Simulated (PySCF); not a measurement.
acetonitrile (C2H3N), singlet, geometry from GFN2-xTB; PBE0/3-21G (PySCF).

Input for PySCF:
```python
from pyscf import gto, scf, dft

mol = gto.M(
    atom='''
C    -0.01475717    0.01116275   -1.16276182
C     0.00347482   -0.00262846    0.27379184
N     0.01797420   -0.01359621    1.41624111
H    -0.00999740    1.04135020   -1.51688517
H     0.86504779   -0.50670455   -1.54285244
H    -0.91317570   -0.49067797   -1.52013028
''',
    basis='3-21g',
    verbose=4,
)

mf = dft.RKS(mol)
mf.xc = 'pbe0'
mf.grids.radi_method = dft.radi.delley
mf.kernel()
mf.analyze()
```

It wrote (shortened):

```
PySCF version 2.14.0

[INPUT] verbose = 4
[INPUT] num. atoms = 6
[INPUT] num. electrons = 22
[INPUT] charge = 0
[INPUT] spin (= nelec alpha-beta = 2S) = 0
[INPUT] symmetry False subgroup None
[INPUT] Mole.unit = angstrom
[INPUT] Symbol           X                Y                Z      unit          X                Y                Z       unit  Magmom
[INPUT]  1 C     -0.014757170000   0.011162750000  -1.162761820000 AA   -0.027887009674   0.021094540297  -2.197301387901 Bohr   0.0
[INPUT]  2 C      0.003474820000  -0.002628460000   0.273791840000 AA    0.006566458132  -0.004967069529   0.517391592741 Bohr   0.0
[INPUT]  3 N      0.017974200000  -0.013596210000   1.416241110000 AA    0.033966315308  -0.025693113232   2.676307824250 Bohr   0.0
[INPUT]  4 H     -0.009997400000   1.041350200000  -1.516885170000 AA   -0.018892347958   1.967866677761  -2.866497533714 Bohr   0.0
[INPUT]  5 H      0.865047790000  -0.506704550000  -1.542852440000 AA    1.634703407760  -0.957532825571  -2.915568562217 Bohr   0.0
[INPUT]  6 H     -0.913175700000  -0.490677970000  -1.520130280000 AA   -1.725651976608  -0.927246978658  -2.872629902858 Bohr   0.0

nuclear repulsion = 59.1246965950171
number of shells = 21
number of NR pGTOs = 54
number of NR cGTOs = 33
basis = 3-21g
ecp = {}

******** <class 'pyscf.dft.rks.RKS'> ********
method = RKS
initial guess = minao
damping factor = 0
level_shift factor = 0
DIIS = <class 'pyscf.scf.diis.CDIIS'>
diis_start_cycle = 1
diis_space = 8
diis_damp = 0
SCF conv_tol = 1e-09
SCF conv_tol_grad = None
SCF max_cycles = 50
direct_scf = True
direct_scf_tol = 1e-13
XC library pyscf.dft.libxc version 7.1.2
    S. Lehtola, C. Steigemann, M. J. T. Oliveira, and M. A. L. Marques,  SoftwareX 7, 1–5 (2018)
XC functionals = pbe0
    C. Adamo and V. Barone,  J. Chem. Phys. 110, 6158 (1999)
    M. Ernzerhof and G. E. Scuseria,  J. Chem. Phys. 110, 5029 (1999)
radial grids: B. Delley radial grids. Ref. JCP 104, 9848 (1996); DOI:10.1063/1.471749. log2 algorithm
becke partition: Becke, JCP 88, 2547 (1988); DOI:10.1063/1.454033
pruning grids: <function nwchem_prune>
grids dens level: 3
symmetrized grids: False
atomic radii adjust function: <function treutler_atomic_radii_adjust>
small_rho_cutoff = 0
Set gradient conv threshold to 3.16228e-05
Initial guess from minao.
tot grids = 76496
init E= -132.069870956694
  HOMO = -0.368760727542808  LUMO = -0.00622044481890468  gap/eV = 9.86522
cycle= 1 E= -131.820820985028  delta_E= 0.249  |g|= 0.394  |ddm|= 2.55
  HOMO = -0.246832819824591  LUMO = 0.0844411580362079  gap/eV = 9.01442
cycle= 2 E= -131.684368756918  delta_E= 0.136  |g|= 0.889  |ddm|= 1.14
  HOMO = -0.334812638580964  LUMO = 0.0671601062524055  gap/eV = 10.93824
cycle= 3 E= -131.861085909704  delta_E= -0.177  |g|= 0.0503  |ddm|= 0.782
  HOMO = -0.345365564955994  LUMO = 0.0592382650754921  gap/eV = 11.00983
cycle= 4 E= -131.861610319104  delta_E= -0.000524  |g|= 0.0218  |ddm|= 0.0662
  HOMO = -0.34556293135927  LUMO = 0.0598887958659506  gap/eV = 11.03290
cycle= 5 E= -131.861720419822  delta_E= -0.00011  |g|= 0.00316  |ddm|= 0.0246
  HOMO = -0.344946925217264  LUMO = 0.0604400723063079  gap/eV = 11.03114
cycle= 6 E= -131.86172292071  delta_E= -2.5e-06  |g|= 0.000434  |ddm|= 0.00369
  HOMO = -0.34502503767712  LUMO = 0.0603590740812059  gap/eV = 11.03106
cycle= 7 E= -131.861722961788  delta_E= -4.11e-08  |g|= 8.2e-05  |ddm|= 0.000551
  HOMO = -0.345028719680909  LUMO = 0.0603542079047202  gap/eV = 11.03103
cycle= 8 E= -131.861722963359  delta_E= -1.57e-09  |g|= 3.19e-06  |ddm|= 9.78e-05
  HOMO = -0.345028489749474  LUMO = 0.0603542048070059  gap/eV = 11.03102
cycle= 9 E= -131.861722963362  delta_E= -2.73e-12  |g|= 1.77e-07  |ddm|= 6.32e-06
  HOMO = -0.345028506954345  LUMO = 0.0603542009747708  gap/eV = 11.03103
Extra cycle  E= -131.861722963362  delta_E= -5.68e-14  |g|= 3.28e-07  |ddm|= 4.97e-07
converged SCF energy = -131.861722963362
**** SCF Summaries ****
Total Energy =                        -131.861722963361956
Nuclear Repulsion Energy =              59.124696595017141
One-electron Energy =                 -293.781734010200068
Two-electron Energy =                  102.795314451820957
Two-electron Coulomb Energy =          121.395003761841210
DFT Exchange-Correlation Energy =      -18.599689310020256
HOMO-LUMO gap [eV] =                    11.031025351292088
**** MO energy ****
MO #1   energy= -14.3136282599898  occ= 2
MO #2   energy= -10.2179632387198  occ= 2
MO #3   energy= -10.2121224621564  occ= 2
MO #4   energy= -0.960198927453654 occ= 2
MO #5   energy= -0.805688790384557 occ= 2
MO #6   energy= -0.528772236159465 occ= 2
MO #7   energy= -0.481806769654532 occ= 2
MO #8   energy= -0.481806532532604 occ= 2
MO #9   energy= -0.358157555543222 occ= 2
MO #10  energy= -0.345028565799895 occ= 2
MO #11  energy= -0.345028506954345 occ= 2
MO #12  energy= 0.0603542009747708 occ= 0
MO #13  energy= 0.0603542968110079 occ= 0
MO #14  energy= 0.127155266164373  occ= 0
MO #15  energy= 0.196689221666757  occ= 0
MO #16  energy= 0.196689351461058  occ= 0
MO #17  energy= 0.218614601464082  occ= 0
MO #18  energy= 0.414365166548894  occ= 0
MO #19  energy= 0.719286496126672  occ= 0
 ** Mulliken pop on meta-lowdin orthogonal AOs  **
 ** Mulliken pop  **
pop of  0 C 1s            1.99945
pop of  0 C 2s            0.98956
pop of  0 C 3s            0.00098
pop of  0 C 2px           1.15112
pop of  0 C 2py           1.15113
pop of  0 C 2pz           1.01809
pop of  0 C 3px           0.00166
pop of  0 C 3py           0.00165
pop of  0 C 3pz           0.00624
pop of  1 C 1s            1.99954
pop of  1 C 2s            0.92726
pop of  1 C 3s            0.01033
pop of  1 C 2px           0.97337
pop of  1 C 2py           0.97336
pop of  1 C 2pz           1.02316
pop of  1 C 3px           0.00141
pop of  1 C 3py           0.00140
pop of  1 C 3pz           0.02822
pop of  2 N 1s            1.99947
pop of  2 N 2s            1.57443
pop of  2 N 3s            0.01171
pop of  2 N 2px           1.05645
pop of  2 N 2py           1.05642
pop of  2 N 2pz           1.47710
pop of  2 N 3px           0.00025
pop of  2 N 3py           0.00025
pop of  2 N 3pz           0.00248
pop of  3 H 1s            0.84303
pop of  3 H 2s            0.01147
pop of  4 H 1s            0.84303
pop of  4 H 2s            0.01147
pop of  5 H 1s            0.84303
pop of  5 H 2s            0.01147
 ** Mulliken atomic charges  **
charge of    0C =     -0.31987
charge of    1C =      0.06195
charge of    2N =     -0.17857
charge of    3H =      0.14550
charge of    4H =      0.14550
charge of    5H =      0.14550
Dipole moment(X, Y, Z, Debye): -0.04620,  0.03495, -3.64026
```
